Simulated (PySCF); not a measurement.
Calculation: PBE-D3(BJ)/def2-TZVP // r2SCAN-D4/def2-SVP (PySCF). Isolated molecules, 0 K electronic values unless said otherwise. One relaxed conformer stands for a flexible species; it need not be the lowest. 

Reference species: [Hf(OH)4] (neutral, multiplicity 1).

The coordination number is 4 and the LUMO is -0.59 eV. The mean distance from the central atom to its bonded neighbours comes out as 1.936 Å and the HOMO–LUMO gap comes out as 6.13 eV.

Changed species: [Hf(OH)(H)3] (3 of 4 OH replaced by H; the reference has 0 of 4 OH replaced by H).

### Question
Predict the effect on the coordination number, LUMO, mean distance from the central atom to its bonded neighbours and HOMO–LUMO gap.

### Answer
the coordination number stays essentially unchanged; the LUMO drops by 1.74 eV, to -2.33 eV; the mean distance from the central atom to its bonded neighbours falls by 0.068 Å, to 1.868 Å; the HOMO–LUMO gap falls by 1.80 eV, to 4.33 eV.
